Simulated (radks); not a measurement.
Initial-state core-level shifts of neutral indium when its valence configuration changes from [Kr] 4d10 5s2 5p1. Method: scalar-relativistic Kohn-Sham, r2SCAN, spin-polarised, spherical densities, finite nucleus; open shells are filled with parallel spins first (spin-orbit coupling, left out, can overturn this in heavy ions); meta-GGA in the generalised Kohn-Sham scheme; Fermi nuclear charge, rms radius 4.6156 fm; computed with a radial shooting solver on a logarithmic mesh with Libxc functionals. Shifts are changes of the shell-averaged eigenvalues in eV (positive: less bound); the change of the density at the nucleus, which sets a Mossbauer isomer shift, is in e/bohr^3, on a base of 1.794e+05.

| valence | 2p | 3s | 3d | 4s | density at nucleus |
|---|---|---|---|---|---|
| 4d8 5s2 5p3 | -15.223 | -14.844 | -14.924 | -13.011 | +34.27 |
| 4d9 5s2 5p2 | -7.536 | -7.379 | -7.414 | -6.587 | +16.76 |
| 4d8 5p5 | -18.382 | -18.025 | -18.104 | -16.163 | -44.46 |
| 4d10 5p3 | -2.725 | -2.763 | -2.759 | -2.826 | -58.90 |
| 4d9.5 5s2 5p1.5 | -3.757 | -3.686 | -3.703 | -3.321 | +8.28 |
| 4d10 5s1 5p2 | -1.149 | -1.172 | -1.170 | -1.211 | -29.12 |
| 4d6 5s2 5p5 | -32.142 | -31.092 | -31.292 | -26.393 | +71.52 |
| 4d9 5p4 | -10.528 | -10.402 | -10.434 | -9.624 | -52.35 |
| 4d6 5s1.5 5p5.5 | -32.823 | -31.775 | -31.976 | -27.055 | +49.53 |
